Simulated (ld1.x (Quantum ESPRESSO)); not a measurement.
# Logarithmic derivatives: vanadium (V), TM

ld1.x (Quantum ESPRESSO) 7.5 input, shortened:

```
&input
   title='V', zed=23., rel=0, dft='PBESOL', iswitch=3,
   config='[Ar] 3d3 4s2 4p0'
 /
 &inputp
   pseudotype=2, tm=.true., lloc=1,
   nlcc=.false.
 /
3
3S  1  0   2.00   0.00  1.40  1.40  0.0
3D  3  2   3.00   0.00  1.20  1.20  0.0
3P  2  1   6.00   0.00  1.25  1.25  0.0
 &test
   configts(1)='3s2 3p6 3d3 4s2 4p0'
 /
```

Occupied shells without a wave of their own: 4s. They enter only through the test configuration that unscreens the potential.

The phase is arctan(r·u′/u) with u = r·R(r), unwrapped; energies in Ry, scanned from -7 to 5 Ry. A pole is an energy at which the radial function vanishes at the test radius. The pseudo phase is shifted by a multiple of π to meet the all-electron one at the reference energy, and phase errors are pseudo minus all-electron; the curves can meet again beyond the range given. Levels narrower than the energy grid can be missing from the lists of poles.

```csv
channel,radius (bohr),reference energy (Ry),"poles, all-electron","poles, pseudo",unbroken range about the reference energy with phases within 0.05 rad,phase error 1 Ry above the reference energy (rad)
s,1.54,-5.07,-3.92,-3.93,below 0.8,-0.002
p,1.54,-3.22,-1.82,-1.83,below 4.2,-0.001
d,1.54,-0.39,1.37,1.38,the whole range,+0.001
```

Phases in the s channel:

```json
{"E (Ry)": "-7.00", "all-electron": "1.036", "pseudo": "1.032"}
{"E (Ry)": "-6.48", "all-electron": "0.829", "pseudo": "0.823"}
{"E (Ry)": "-5.96", "all-electron": "0.252", "pseudo": "0.243"}
{"E (Ry)": "-5.44", "all-electron": "-0.813", "pseudo": "-0.814"}
{"E (Ry)": "-4.92", "all-electron": "-1.299", "pseudo": "-1.299"}
{"E (Ry)": "-4.40", "all-electron": "-1.482", "pseudo": "-1.484"}
{"E (Ry)": "-3.88", "all-electron": "-1.576", "pseudo": "-1.579"}
{"E (Ry)": "-3.36", "all-electron": "-1.636", "pseudo": "-1.639"}
{"E (Ry)": "-2.84", "all-electron": "-1.679", "pseudo": "-1.684"}
{"E (Ry)": "-2.32", "all-electron": "-1.714", "pseudo": "-1.721"}
{"E (Ry)": "-1.80", "all-electron": "-1.744", "pseudo": "-1.754"}
{"E (Ry)": "-1.28", "all-electron": "-1.773", "pseudo": "-1.786"}
{"E (Ry)": "-0.76", "all-electron": "-1.802", "pseudo": "-1.820"}
{"E (Ry)": "-0.24", "all-electron": "-1.832", "pseudo": "-1.857"}
{"E (Ry)": "0.28", "all-electron": "-1.865", "pseudo": "-1.900"}
{"E (Ry)": "0.80", "all-electron": "-1.903", "pseudo": "-1.953"}
{"E (Ry)": "1.32", "all-electron": "-1.947", "pseudo": "-2.021"}
{"E (Ry)": "1.84", "all-electron": "-2.002", "pseudo": "-2.116"}
{"E (Ry)": "2.36", "all-electron": "-2.071", "pseudo": "-2.258"}
{"E (Ry)": "2.88", "all-electron": "-2.164", "pseudo": "-2.484"}
{"E (Ry)": "3.40", "all-electron": "-2.293", "pseudo": "-2.855"}
{"E (Ry)": "3.92", "all-electron": "-2.479", "pseudo": "-3.364"}
{"E (Ry)": "4.44", "all-electron": "-2.748", "pseudo": "-3.821"}
{"E (Ry)": "4.96", "all-electron": "-3.108", "pseudo": "-4.116"}
```
